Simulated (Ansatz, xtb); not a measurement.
## Isomers of C5H7ClOS in order of energy

6 gas-phase structures of C5H7ClOS, from a drawn sample of its isomers (lower ones may exist). Each was relaxed with GFN2-xTB; where two conformers were screened, the lower at r2SCAN-D4/def2-SVP is listed:

A. `CS/C(Cl)=C(/C)C=O`, a singlet
B. `CC1=C(Cl)CC[S@@]1=O`, a singlet
C. `C[C@@H]1C=C(Cl)[S@](=O)C1`, a singlet
D. `O=[S@@]1C=C(Cl)CCC1`, a singlet
E. `C=CCOC(=S)CCl`, a singlet
F. `O=[S@@]1CCC=C1CCl`, a singlet

**Question.** Which do you expect lowest at r2SCAN-D4/def2-SVP, and how would the others follow?

**Answer.** Calculated order at r2SCAN-D4/def2-SVP: A (0.0), E (11.2), B (22.1), D (25.3), F (28.9), C (30.2) kcal/mol.

Energies above the lowest of each column, in kcal/mol; the last columns are at B3LYP-D3(BJ)/def2-SVP geometries and were run for some of them only (a dash: not run or not comparable):

```tsv
structure	GFN2-xTB	HF/STO-3G	r2SCAN-D4/def2-SVP	B3LYP-D3(BJ)/def2-SVP	CCSD(T)/def2-SVP + ΔMP2/def2-TZVPP
A	10.3	0.0	0.0	0.0	0.0
E	14.5	14.9	11.2	10.8	9.2
B	0.0	75.8	22.1	–	–
D	3.6	80.7	25.3	–	–
F	7.9	80.5	28.9	–	–
C	5.0	83.8	30.2	–	–
```

CCSD(T)/def2-SVP + ΔMP2/def2-TZVPP puts A lowest of those it was run on; GFN2-xTB picks B. Some further structures that were screened fall inside this span and aren't listed. Flexible structures stand in one conformer each, not always the lowest. Frequencies (GFN2-xTB) were run for A, E alone. ΔMP2 is the change of the MP2 energy from the smaller to the larger basis.

Over these structures GFN2-xTB departs from r2SCAN-D4/def2-SVP by 13.0 kcal/mol on average once a common shift is removed. A GFN2-xTB relaxation took about 0.12 s and the r2SCAN-D4/def2-SVP energy about 2.7 s on a shared host (Ansatz 0.2.0, xtb 6.7.1).
